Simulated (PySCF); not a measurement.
**How good is the calculation?**

Mapped SMILES: `[F:1][c:2]1[cH:3][cH:4][cH:5][cH:6][n:7]1`; H(Xn) means a hydrogen on atom n.

[PySCF 2.14: GIAO PBE0/pcSseg-1 shieldings; B3LYP/pcJ-1 coupling constants (spin–dipole term only in couplings to heteroatoms); PBE0-D3(BJ)/def2-SVP structure; no solvent model; non-relativistic Hamiltonian; a single conformation]

Reference values: estimated from measurements, as parent shift plus tabulated substituent increment (solution, not stated per compound (mostly CDCl3 or CCl4); Pretsch, Buehlmann, Badertscher, Structure Determination of Organic Compounds, 4th ed. (2009)).
| atoms | quantity | reference | computed | computed, scaled |
| --- | --- | --- | --- | --- |
| C2 | δ ¹³C | 163.7 | 170.5 | 165.0 |
| C6 | δ ¹³C | 147.8 | 154.6 | 149.5 |
| C4 | δ ¹³C | 141.3 | 145.8 | 141.0 |
| C5 | δ ¹³C | 121.2 | 125.3 | 121.0 |
| C3 | δ ¹³C | 109.7 | 114.0 | 110.1 |
| H(C6) | δ ¹H | 8.23 | 8.42 | 8.20 |
| H(C4) | δ ¹H | 7.78 | 7.80 | 7.61 |
| H(C5) | δ ¹H | 7.20 | 7.08 | 6.93 |
| H(C3) | δ ¹H | 6.95 | 6.84 | 6.70 |

Computed shifts are σ(ref) − σ with the named reference compound (TMS for H and C) calculated as an isolated molecule at the same level. The measured values may be among those fitted. Expected solution values come from regression of measured δ (H and C: mostly CDCl3, vs TMS) on computed σ: ¹³C: δ = 178.46 − 0.972σ (rms 2.0 ppm, 209 shifts, 2.2 ppm with the 3 outliers that the fit left out); ¹H: δ = 29.85 − 0.948σ (rms 0.21 ppm, 133 shifts). Occasional misses reach two or three times the rms, and more in compound classes unlike the fitted ones.

Coupling constants in Hz (some tables give magnitudes without signs):
```tsv
coupling	reference	computed	source
¹J(C2,F1)	236.7	-304.8	measured; liquid or solution; F. J. Weigert, PhD thesis, Caltech 1968 (Carbon-13 magnetic resonance spectroscopy)
³J(C6,F1)	14.7	12.8	measured; liquid or solution; F. J. Weigert, PhD thesis, Caltech 1968 (Carbon-13 magnetic resonance spectroscopy)
⁴J(C5,F1)	4.2	8.3	measured; liquid or solution; F. J. Weigert, PhD thesis, Caltech 1968 (Carbon-13 magnetic resonance spectroscopy)
³J(C4,F1)	7.8	4.8	measured; liquid or solution; F. J. Weigert, PhD thesis, Caltech 1968 (Carbon-13 magnetic resonance spectroscopy)
²J(C3,F1)	37.4	36.1	measured; liquid or solution; F. J. Weigert, PhD thesis, Caltech 1968 (Carbon-13 magnetic resonance spectroscopy)
```

**Question.** How far are the unscaled ¹³C shifts from the references?

**Answer.** Mean signed difference +5.30 ppm, mean absolute 5.30 ppm over 5 comparisons; the largest is +6.8 ppm at C2 (aromatic carbon bearing fluorine).

**Question.** How far are the unscaled ¹H shifts from the references?

**Answer.** Mean signed difference -0.01 ppm, mean absolute 0.11 ppm over 4 comparisons; the largest is +0.19 ppm at H(C6) (hydrogen on an aromatic CH next to a ring nitrogen).

Common functionals overestimate the size of one-bond C–F couplings by tens of Hz; these are unscaled. Unscaled 3J(H,H) at this level run about 9 % above measured values.
